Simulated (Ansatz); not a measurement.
Species: SnOFH, charge 0, singlet. SnOFH (SMILES [OH][Sn][F]).
B3LYP-D3(BJ)/def2-TZVP minimum from Ansatz (a program for electronic structure):
```xyz
4

Sn     0.1709     0.0296     0.3226
F     -0.2397     1.3235    -1.1002
O     -0.6669    -1.5110    -0.5964
H     -1.0540    -1.3047    -1.4567
```
Charge 0, spin multiplicity 1.

Total energies in def2-SVP, 18 correlated electrons, 11 frozen orbitals. Open shells are spin-unrestricted; no spin-orbit coupling. Correlated methods leave the cores frozen (noble-gas shells, and filled d and f shells in the p block). Past Kr the def2 sets carry scalar-relativistic core potentials. Spin-orbit terms, left out, reach several kcal/mol for Br and I, and more for heavier atoms.

```csv
method,program,energy (Eh),minus CCSDT(Q) (mEh)
HF,Ansatz,-388.14480,471.53
MP2,Ansatz,-388.59286,23.47
CCSD,Ansatz,-388.60428,12.05
CCSD(T),Ansatz,-388.61410,2.22
CCSDT(Q),Ansatz,-388.61633,0.00
```

Rough core times of Ansatz's runs on a shared machine: CCSD(T) under 20 s, CCSDT(Q) 40 s.
